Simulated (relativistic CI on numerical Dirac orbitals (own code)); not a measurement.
Hyperfine structure of Sr³⁴⁺, mass number 87

Calculated at this level of theory: Dirac-Coulomb-Breit CI, separate exchange-only KLI orbitals for each configuration, model QED, unscaled Slater integrals (own radial code, finite nucleus).

CI space (outside the closed core 1s2): 2s2, 2s 2p, 2p2, 2p 3s, 2p 3p, 2s 3s, 2s 3p, 2s 3d, 2s 4s, 2s 4p, 2s 4d, 2s 4f, 3s2, 3s 3p, 3p2. Levels of other configurations are missing.

Nuclear spin I = 9/2, μ = -1.09316 μN, Q = 0.305 b (tables of Stone and Pyykkö). The electronic factors are computed for point nuclear moments, without core polarisation or the Bohr-Weisskopf and QED corrections.

| Level | E (10³ cm⁻¹) | A (GHz) | B (GHz) |
| --- | --- | --- | --- |
| 2s 2p 3P°_1 | 636.0 | -269.9 | -19.8 |
| 2s 2p 3P°_2 | 1181.1 | -131.8 | 59.3 |
| 2s 2p 1P°_1 | 1569.2 | 54 | 49.5 |
| 2p2 3P_1 | 2052.5 | 4.42 | 29.5 |
| 2p2 1D_2 | 2142.1 | -52.4 | 35.6 |
| 2p2 3P_2 | 2754.6 | -26.87 | 23.2 |
| 2s 3s 3S_1 | 20314.7 | -290.6 | -0.0312 |
| 2s 3p 3P°_1 | 20585.9 | -246.6 | 0.00258 |

Levels with J = 0, under 50 % of one LS term, or S terms without an open s electron are left out. Small factors come from cancelling terms and can be off by tens of per cent or more.

At this charge energies of transitions that change n are usually good to better than 1 %, and those within a shell (Δn = 0) to a few per cent.

(1) Give the hyperfine levels of 2s 2p 3P°_1 relative to its centre of gravity.

## Answers

(1) With K = F(F + 1) − I(I + 1) − J(J + 1), E = AK/2 + B[¾K(K + 1) − I(I + 1)J(J + 1)]/[2I(2I − 1)J(2J − 1)]: F = 7/2: 1476, F = 9/2: 283.2, F = 11/2: -1220 GHz.

LS names give the leading component of a level, which can be under half, so a name can repeat, a term be missing and a line seem to break the LS rules.
